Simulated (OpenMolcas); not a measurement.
## Sm2+: effect of the IPEA shift

```json
{"Program": "OpenMolcas", "Basis": "ANO-RCC-VTZP [8s7p5d3f2g1h]", "Scalar Hamiltonian": "DKH2, point nucleus", "Active space": "6 electrons in 7 orbitals (4f)", "State averaging": "2S+1 = 7 even, 7 roots; 2S+1 = 5 even, 140 roots (105 in the spin-orbit step); 2S+1 = 3 even, 259 roots kept (CI in the orbitals of an earlier block, 141 in the spin-orbit step); 2S+1 = 1 even, 197 roots kept (CI in the orbitals of an earlier block, 47 in the spin-orbit step)", "Spin-orbit coupling": "state interaction with AMFI integrals over the reference wave functions, term energies averaged over their components"}
```

Methods on the same reference wave functions:
A. CASSCF
B. MS-CASPT2, IPEA 0 Eh, imaginary shift 0.1 Eh (closed shells correlated: 5s 5p)
C. MS-CASPT2, IPEA 0.25 Eh, imaginary shift 0.1 Eh (closed shells correlated: 5s 5p)

Energies in cm⁻¹ above 4f⁶ ⁷F₀, the measured ground level; measured values from Martin, Zalubas and Hagan, Atomic Energy Levels: The Rare-Earth Elements, NSRDS-NBS 60 (1978).

```tsv
Level	A	B	C	Measured
4f⁶ ⁷F₀	0.0	0.0	0.0	0.0
4f⁶ ⁷F₁	287	372	349	293
4f⁶ ⁷F₂	814	1006	956	814
4f⁶ ⁷F₃	1523	1798	1727	1493
4f⁶ ⁷F₄	2362	2670	2600	2278
4f⁶ ⁷F₅	3291	3590	3520	3132
4f⁶ ⁷F₆	4280	4510	4460	4027
4f⁶ ⁵D₀(1)	18827	12410	13510	
4f⁶ ⁵D₁(1)	20108	13710	14820	
4f⁶ ⁵D₂(1)	22140	15700	16820	
4f⁶ ⁵D₃(1)	24648	18140	19280	
4f⁶ ⁵L₆ [64 %]	25736	21990	23300	
4f⁶ ⁵L₇	26535	22870	24140	
4f⁶ ⁵L₈	27320	23690	24950	
4f⁶ ⁵D₄(1)	27539	20980	22130	
4f⁶ ⁵G₂(1)	27713	21390	22870	
4f⁶ ⁵G₃(1)	27853	21610	23080	
4f⁶ ⁵L₉	27999	24400	25660	
4f⁶ ⁵G₄(1)	28027	21840	23300	
4f⁶ ⁵G₅(1)	28098	21990	23440	
4f⁶ ⁵G₆(1) [56 %]	28170	22140	23560	
4f⁶ ⁵L₁₀	28508	24930	26190	
4f⁶ ⁵H₃(1)	32406	26910	28150	
4f⁶ ⁵H₇(1)	32619	27150	28400
```

Deviations, from unrounded energies. A percentage is the sum of absolute deviations over the sum of measured energies, with the sign that they share, or ± where signs differ.

```tsv
Against measurement	Levels	A	B	C
mean absolute deviation (cm-1)	6	89	320	260
fine structure of the ground term (%)	6	±4.4	+15.9	+13.1
```

A lies closest to measurement on these levels and B furthest from it. The largest miss of A in the table is 4f⁶ ⁷F₆, by +250 cm-1. The ranking rests on the paired levels alone, and a cruder setting can come out closer through cancelling errors.

Between B and C the level of the table that moves most is 4f⁶ ⁵G₂(1), by 1500 cm-1 (lowest in B, highest in C). Moves below CASPT2's spread within the term are not significant.

The mean deviations of B to C differ by less than CASPT2's widest spread within a term (250 cm-1), so their order carries little weight.

From A to B the spin-free energies of the other terms of 4f⁶ shown, above ⁷F, scale by factors of 0.67 to 0.84.

The lowest spin-free term lies below A's lowest term by 0.512 hartree in B, 0.495 hartree in C.

CASPT2 breaks the degeneracy within a term, and the mean is taken; among the terms shown or strongly mixed into the levels shown the widest spread is 430 cm-1 (4f⁶ ⁵I, B). High states are left out of the spin-orbit mixing, which shifts the levels that they would mix with. Without dynamic correlation excited terms often stand tens of per cent too high (terms of higher spin than the ground term too low), and those without a measured partner can miss by more than the paired ones (holds for A). Blocks of more than 70 roots (2S+1 = 5 even, 3 even) ran without multistate coupling (holds for B; C). Measured partners are found by configuration, term and J. A level has none where our copy of the source lacks it or the pairing is in doubt (some pairs that miss far off the trend of their configuration count as doubtful), and it then counts in no deviation. Levels of configurations outside the active space are missing. Levels that lie high or do not pair safely by name in every column are left out.

A share in square brackets marks a mixed level and gives the weight of the term that names it, the lowest over the columns. A number in round brackets counts repeated terms of one configuration in the order of the reference energies.
